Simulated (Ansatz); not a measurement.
**Nudged elastic band run: C2H9FSiSn**

input.yaml

```yaml
crystal:
  periodic: [false, false, false]
  atoms:
    - { symbol: C, position_ang: [-1.427849, -0.155165, -0.84898] }
    - { symbol: C, position_ang: [0.061917, 0.024234, -0.539046] }
    - { symbol: Sn, position_ang: [0.810618, -1.521659, 0.807514] }
    - { symbol: Si, position_ang: [0.467322, 1.696113, 0.173582] }
    - { symbol: F, position_ang: [1.941932, 1.60195, 0.876208] }
    - { symbol: H, position_ang: [-2.051024, -0.044551, 0.053615] }
    - { symbol: H, position_ang: [-1.788792, 0.587888, -1.581089] }
    - { symbol: H, position_ang: [-1.644862, -1.149285, -1.270777] }
    - { symbol: H, position_ang: [0.662608, -0.104296, -1.457043] }
    - { symbol: H, position_ang: [-0.016844, -2.97056, 0.398575] }
    - { symbol: H, position_ang: [2.495773, -1.733601, 0.611629] }
    - { symbol: H, position_ang: [0.447469, -1.105371, 2.430131] }
    - { symbol: H, position_ang: [-0.516759, 2.071236, 1.230729] }
    - { symbol: H, position_ang: [0.545591, 2.773966, -0.856248] }
basis:
  gaussian: { orbitals: def2-SVP }
hamiltonian:
  xc: pbe0
  dispersion: d4
neb:
  order_check: false
  images: 9
  f_tol: 0.03
  max_iterations: 19
  final_atoms:
    - { symbol: C, position_ang: [-1.42987632, -0.13191734, -0.84795018] }
    - { symbol: C, position_ang: [0.05867422, 0.05749985, -0.53674387] }
    - { symbol: Sn, position_ang: [0.84565895, -1.55173271, 0.71023883] }
    - { symbol: Si, position_ang: [0.43546638, 1.69201861, 0.27199024] }
    - { symbol: F, position_ang: [1.91495205, 1.58659969, 0.96292761] }
    - { symbol: H, position_ang: [-1.81112186, 0.64929209, -1.52842443] }
    - { symbol: H, position_ang: [-1.63046354, -1.10099689, -1.33187532] }
    - { symbol: H, position_ang: [-2.04833107, -0.0920622, 0.06395756] }
    - { symbol: H, position_ang: [0.65441998, -0.00415997, -1.46475409] }
    - { symbol: H, position_ang: [0.04143129, -2.98814129, 0.21898339] }
    - { symbol: H, position_ang: [2.53314601, -1.71979591, 0.49428281] }
    - { symbol: H, position_ang: [0.48564181, -1.24079986, 2.35660279] }
    - { symbol: H, position_ang: [-0.55076744, 1.9853517, 1.35272006] }
    - { symbol: H, position_ang: [0.48826954, 2.82974324, -0.6931554] }
  initial_path:
    images:
      - { positions_ang: [[-1.427849, -0.155165, -0.84898], [0.061917, 0.024234, -0.539046], [0.810618, -1.521659, 0.807514], [0.467322, 1.696113, 0.173582], [1.941932, 1.60195, 0.876208], [-2.051024, -0.044551, 0.053615], [-1.788792, 0.587888, -1.581089], [-1.644862, -1.149285, -1.270777], [0.662608, -0.104296, -1.457043], [-0.016844, -2.97056, 0.398575], [2.495773, -1.733601, 0.611629], [0.447469, -1.105371, 2.430131], [-0.516759, 2.071236, 1.230729], [0.545591, 2.773966, -0.856248]] }
      - { positions_ang: [[-1.4204219, -0.14182046, -0.83245227], [0.06198363, 0.02709364, -0.54252898], [0.7850611, -1.53109616, 0.78436972], [0.49493416, 1.69304041, 0.18742239], [1.9950087, 1.63012977, 0.78396661], [-2.01712035, 0.14551576, -0.15829466], [-1.74707485, 0.32438875, -1.60664396], [-1.69198457, -1.03456065, -1.00781167], [0.64843211, -0.08805585, -1.46353663], [0.04756865, -2.99571087, 0.31390789], [2.48443947, -1.68025041, 0.67914832], [0.34472883, -1.17108099, 2.39860712], [-0.4461707, 2.01604183, 1.29483384], [0.44771571, 2.77726423, -0.80218773]] }
      - { positions_ang: [[-1.4129948, -0.12847591, -0.81592455], [0.06205025, 0.02995328, -0.54601196], [0.75950421, -1.54053332, 0.76122544], [0.52254632, 1.68996781, 0.20126278], [2.04808539, 1.65830955, 0.69172522], [-1.98321671, 0.33558252, -0.37020432], [-1.70535769, 0.06088951, -1.63219893], [-1.73910714, -0.9198363, -0.74484634], [0.63425623, -0.0718157, -1.47003025], [0.11198131, -3.02086175, 0.22924079], [2.47310595, -1.62689982, 0.74666765], [0.24198866, -1.23679097, 2.36708324], [-0.3755824, 1.96084766, 1.35893869], [0.34984042, 2.78056245, -0.74812745]] }
      - { positions_ang: [[-1.4055677, -0.11513137, -0.79939682], [0.06211688, 0.03281293, -0.54949494], [0.73394731, -1.54997048, 0.73808116], [0.55015849, 1.68689522, 0.21510317], [2.10116209, 1.68648932, 0.59948383], [-1.94931306, 0.52564927, -0.58211398], [-1.66364054, -0.20260974, -1.65775389], [-1.78622971, -0.80511195, -0.48188101], [0.62008034, -0.05557555, -1.47652388], [0.17639396, -3.04601262, 0.14457368], [2.46177242, -1.57354923, 0.81418697], [0.13924849, -1.30250096, 2.33555935], [-0.3049941, 1.90565349, 1.42304353], [0.25196514, 2.78386068, -0.69406718]] }
      - { positions_ang: [[-1.3981406, -0.10178682, -0.78286909], [0.0621835, 0.03567257, -0.55297792], [0.70839042, -1.55940764, 0.71493688], [0.57777065, 1.68382262, 0.22894356], [2.15423879, 1.7146691, 0.50724243], [-1.91540941, 0.71571603, -0.79402364], [-1.62192338, -0.46610899, -1.68330885], [-1.83335228, -0.6903876, -0.21891567], [0.60590445, -0.0393354, -1.48301751], [0.24080661, -3.0711635, 0.05990657], [2.45043889, -1.52019865, 0.88170629], [0.03650831, -1.36821094, 2.30403547], [-0.2344058, 1.85045931, 1.48714837], [0.15408985, 2.7871589, -0.64000691]] }
      - { positions_ang: [[-1.3907135, -0.08844228, -0.76634137], [0.06225013, 0.03853221, -0.55646089], [0.68283352, -1.5688448, 0.6917926], [0.60538281, 1.68075003, 0.24278395], [2.20731548, 1.74284887, 0.41500104], [-1.88150576, 0.90578279, -1.0059333], [-1.58020623, -0.72960824, -1.70886382], [-1.88047484, -0.57566325, 0.04404966], [0.59172857, -0.02309525, -1.48951113], [0.30521926, -3.09631437, -0.02476053], [2.43910537, -1.46684806, 0.94922562], [-0.06623186, -1.43392093, 2.27251159], [-0.16381751, 1.79526514, 1.55125321], [0.05621456, 2.79045713, -0.58594663]] }
      - { positions_ang: [[-1.39854606, -0.09713729, -0.78266313], [0.06153495, 0.04232574, -0.55251749], [0.71539861, -1.56542238, 0.69548185], [0.57139952, 1.68300375, 0.24862521], [2.1488428, 1.71159904, 0.52458636], [-1.86742898, 0.85448465, -1.11043152], [-1.59025769, -0.80388597, -1.63346612], [-1.91404609, -0.47894304, 0.04803124], [0.60426685, -0.0193082, -1.48455972], [0.25246167, -3.07467976, 0.02398825], [2.4579135, -1.51743763, 0.85823705], [0.04414288, -1.39529671, 2.28932983], [-0.24120749, 1.83328245, 1.51154658], [0.14262556, 2.79831435, -0.60738839]] }
      - { positions_ang: [[-1.40637863, -0.1058323, -0.79898489], [0.06081976, 0.04611926, -0.54857409], [0.74796369, -1.56199997, 0.69917109], [0.53741624, 1.68525746, 0.25446647], [2.09037011, 1.6803492, 0.63417167], [-1.8533522, 0.80318651, -1.21492975], [-1.60030915, -0.8781637, -1.55806842], [-1.94761733, -0.38222283, 0.05201282], [0.61680513, -0.01552114, -1.47960831], [0.19970407, -3.05304514, 0.07273704], [2.47672162, -1.5680272, 0.76724849], [0.15451761, -1.3566725, 2.30614807], [-0.31859748, 1.87129976, 1.47183995], [0.22903655, 2.80617157, -0.62883014]] }
      - { positions_ang: [[-1.41421119, -0.11452731, -0.81530665], [0.06010458, 0.04991279, -0.54463068], [0.78052878, -1.55857755, 0.70286034], [0.50343295, 1.68751118, 0.26030772], [2.03189742, 1.64909936, 0.74375698], [-1.83927542, 0.75188837, -1.31942798], [-1.61036062, -0.95244143, -1.48267072], [-1.98118858, -0.28550262, 0.0559944], [0.62934341, -0.01173408, -1.4746569], [0.14694648, -3.03141052, 0.12148582], [2.49552975, -1.61861677, 0.67625993], [0.26489234, -1.31804828, 2.32296631], [-0.39598747, 1.90931708, 1.43213332], [0.31544755, 2.81402879, -0.65027189]] }
      - { positions_ang: [[-1.42204376, -0.12322233, -0.83162841], [0.0593894, 0.05370632, -0.54068728], [0.81309386, -1.55515513, 0.70654958], [0.46944966, 1.68976489, 0.26614898], [1.97342474, 1.61784953, 0.8533423], [-1.82519864, 0.70059023, -1.4239262], [-1.62041208, -1.02671916, -1.40727302], [-2.01475982, -0.18878241, 0.05997598], [0.6418817, -0.00794703, -1.4697055], [0.09418888, -3.00977591, 0.17023461], [2.51433788, -1.66920634, 0.58527137], [0.37526708, -1.27942407, 2.33978455], [-0.47337745, 1.94733439, 1.39242669], [0.40185854, 2.82188602, -0.67171365]] }
      - { positions_ang: [[-1.42987632, -0.13191734, -0.84795018], [0.05867422, 0.05749985, -0.53674387], [0.84565895, -1.55173271, 0.71023883], [0.43546638, 1.69201861, 0.27199024], [1.91495205, 1.58659969, 0.96292761], [-1.81112186, 0.64929209, -1.52842443], [-1.63046354, -1.10099689, -1.33187532], [-2.04833107, -0.0920622, 0.06395756], [0.65441998, -0.00415997, -1.46475409], [0.04143129, -2.98814129, 0.21898339], [2.53314601, -1.71979591, 0.49428281], [0.48564181, -1.24079986, 2.35660279], [-0.55076744, 1.9853517, 1.35272006], [0.48826954, 2.82974324, -0.6931554]] }
```

Command:

```bash
$ ansatz run input.yaml --threads 2 --pin off --max-ram 3072MiB --backend cpu --events-out ev --progress --plain --runs-dir out
```

Output, in part (warnings, iteration lines, the closing report on the highest movable image, with atoms numbered from 0):

```
NEB end point (image 0): max|allowed force component| = 3.961e-3 eV/Å (the criterion of neb.relax_end_points is 1.000e-2)
NEB end point (image 10): max|allowed force component| = 7.182e-3 eV/Å (the criterion of neb.relax_end_points is 1.000e-2)
NEB iter   1: max|band force component| = 1.814e1 eV/Å  barrier→ = 4.7968 eV  barrier← = 4.7968 eV  Δτ_max = 0.2000 Å  (287 SCF iters)
NEB iter   2: max|band force component| = 2.341e0 eV/Å  barrier→ = 0.4184 eV  barrier← = 0.4184 eV  Δτ_max = 0.2000 Å  (252 SCF iters)
NEB iter   3: max|band force component| = 1.044e0 eV/Å  barrier→ = 0.1638 eV  barrier← = 0.1638 eV  Δτ_max = 0.1106 Å  (247 SCF iters)
NEB iter   4: max|band force component| = 5.690e-1 eV/Å  barrier→ = 0.1302 eV  barrier← = 0.1301 eV  Δτ_max = 0.0484 Å  (253 SCF iters)
NEB iter   5: max|band force component| = 3.193e-1 eV/Å  barrier→ = 0.1207 eV  barrier← = 0.1207 eV  CI = image 5  Δτ_max = 0.1004 Å  (249 SCF iters)
NEB iter   6: max|band force component| = 1.079e-1 eV/Å  barrier→ = 0.1177 eV  barrier← = 0.1176 eV  CI = image 5  Δτ_max = 0.1143 Å  (241 SCF iters)
NEB iter   7: max|band force component| = 9.732e-2 eV/Å  barrier→ = 0.1164 eV  barrier← = 0.1164 eV  CI = image 5  Δτ_max = 0.1303 Å  (250 SCF iters)
NEB iter   8: max|band force component| = 9.047e-2 eV/Å  barrier→ = 0.1152 eV  barrier← = 0.1152 eV  CI = image 5  Δτ_max = 0.0899 Å  (250 SCF iters)
NEB iter   9: max|band force component| = 9.711e-2 eV/Å  barrier→ = 0.1147 eV  barrier← = 0.1147 eV  CI = image 5  Δτ_max = 0.0452 Å  (258 SCF iters)
NEB iter  10: max|band force component| = 1.015e-1 eV/Å  barrier→ = 0.1145 eV  barrier← = 0.1145 eV  CI = image 5  Δτ_max = 0.0225 Å  (251 SCF iters)
NEB iter  11: max|band force component| = 5.962e-2 eV/Å  barrier→ = 0.1144 eV  barrier← = 0.1144 eV  CI = image 5  Δτ_max = 0.0225 Å  (212 SCF iters)
NEB iter  12: max|band force component| = 1.762e-2 eV/Å  barrier→ = 0.1143 eV  barrier← = 0.1143 eV  CI = image 5  Δτ_max = 0.0000 Å  (466 SCF iters)
Total energy: -18632.93796387 eV, -684.7478403132 hartree
Atom 0 at    -1.438042    -0.131038    -0.858536 Å, force     0.001154    -0.004617     0.002649 eV/Å
Atom 1 at     0.061014     0.033693    -0.529358 Å, force     0.002176     0.003170     0.001907 eV/Å
Atom 2 at     0.843759    -1.542876     0.758304 Å, force     0.000194     0.000483     0.001443 eV/Å
Atom 3 at     0.449456     1.683897     0.237017 Å, force    -0.003243    -0.003260    -0.002953 eV/Å
Atom 4 at     1.944872     1.604191     0.894742 Å, force     0.004916    -0.001661    -0.000832 eV/Å
Atom 5 at    -2.037920     0.755196    -0.587347 Å, force    -0.001018     0.003837     0.001902 eV/Å
Atom 6 at    -1.591585    -0.293861    -1.935153 Å, force     0.002292    -0.000565    -0.005546 eV/Å
Atom 7 at    -1.909111    -0.982461    -0.342191 Å, force     0.001453     0.001434    -0.000629 eV/Å
Atom 8 at     0.672780    -0.055301    -1.443118 Å, force    -0.001408     0.000807     0.001242 eV/Å
Atom 9 at    -0.005687    -2.976039     0.338802 Å, force     0.000475     0.001041     0.000020 eV/Å
Atom 10 at     2.523627    -1.754839     0.515873 Å, force    -0.002368    -0.001420    -0.000984 eV/Å
Atom 11 at     0.523184    -1.164520     2.399589 Å, force     0.000150     0.000604     0.000262 eV/Å
Atom 12 at    -0.516454     1.991797     1.331402 Å, force    -0.001886     0.000254     0.001668 eV/Å
Atom 13 at     0.467205     2.803061    -0.751228 Å, force    -0.002886    -0.000107    -0.000149 eV/Å
Dipole moment:    -0.308215    -0.088250    -0.269210 e Å
```

It converged. A vibrational analysis at the climbing image gives one clearly imaginary mode, 217i cm⁻¹: a first-order saddle point.

Final band (atoms are numbered from 1 in the order of the input):

| image | path coordinate (Å) | energy (kcal/mol) | dihedral H8–C1–C2–Sn3 (°) |
| --- | --- | --- | --- |
| 0 | 0.00 | 0.0 | -56 |
| 1 | 0.36 | 0.2 | -45 |
| 2 | 0.72 | 0.9 | -33 |
| 3 | 1.08 | 1.7 | -21 |
| 4 | 1.44 | 2.4 | -8 |
| 5 | 1.81 | 2.6 | 4 |
| 6 | 2.16 | 2.4 | 16 |
| 7 | 2.52 | 1.7 | 28 |
| 8 | 2.88 | 0.9 | 40 |
| 9 | 3.24 | 0.2 | 52 |
| 10 | 3.60 | 0.0 | 64 |

Run time: 13 min on 2 threads of Intel(R) Xeon(R) Platinum 8259CL CPU @ 2.50GHz (Skylake/Cascade Lake), with other jobs on the host, peak memory 0.39 GiB.
